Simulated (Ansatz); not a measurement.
Molecule: C2H7Si, net charge 0, doublet state. It need not be the lowest isomer of its formula. 
Structure (B3LYP-D3(BJ)/def2-TZVP (Ansatz, a quantum-chemistry and plane-wave program) minimum search):
```xyz
10

C     -1.5860     0.4710     0.5484
C     -0.7062     0.1590    -0.5942
Si     1.0434    -0.2874     0.0101
H     -2.0984    -0.3170     1.0820
H     -1.6067     1.4642     0.9743
H     -0.6042     1.0075    -1.2773
H     -1.0735    -0.6927    -1.1744
H      0.9766    -1.4680     0.9029
H      1.6172     0.8527     0.7625
H      1.9344    -0.6028    -1.1370
```
Charge 0, spin multiplicity 2.

Basis-set convergence of Hartree-Fock and CCSD(T) correlation energies (hartree) with Ansatz. Cores are frozen in the correlated levels unless marked. Open shells are spin-unrestricted. No spin-orbit coupling. No relativistic terms.

```tsv
basis	functions	E(HF)	E(corr, CCSD(T))
cc-pV(D+d)Z	86	-368.70327	-0.43525
cc-pV(T+d)Z	197	-368.73933	-0.52200
cc-pV(Q+d)Z	384	-368.74810	-0.54798
```

Extrapolating the two largest sets (X = 3 and 4) as X^-3: E(corr) = (64·(-0.54798) - 27·(-0.52200))/37 = -0.5669 Eh, an estimate of the basis-set limit. The largest set recovers 96.7 % of it, the smallest 76.8 %.
